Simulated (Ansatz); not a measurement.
A structure relaxed at PBE0-D4/def2-SVPD in Ansatz, charge -1, singlet:

Cartesian coordinates in Å:
```
Cr 0.0039 0.0434 -0.1579
O 1.4562 -0.2462 -0.6941
O -1.0702 -0.8246 -0.9151
O -0.3405 1.5782 -0.2368
Cl -0.0494 -0.5507 2.0038
```

Give its formula, name or SMILES and point group.

[CrO3Cl]- (CrClO₃⁻). Point group C3v (tolerance 0.1 Å).

Summarise the bond lengths by kind (pairs closer than 1.2 times the sum of covalent radii, bridged metal pairs left out).

3 × Cr–O 1.57 Å; 1 × Cl–Cr 2.24 Å. The metal has 4 neighbours: O 1.57 Å, O 1.57 Å, O 1.57 Å, Cl 2.24 Å.

The restricted singlet is unstable towards broken spin symmetry in Hartree–Fock (as tested in another run); at PBE0-D4/def2-SVPD this wasn't settled.
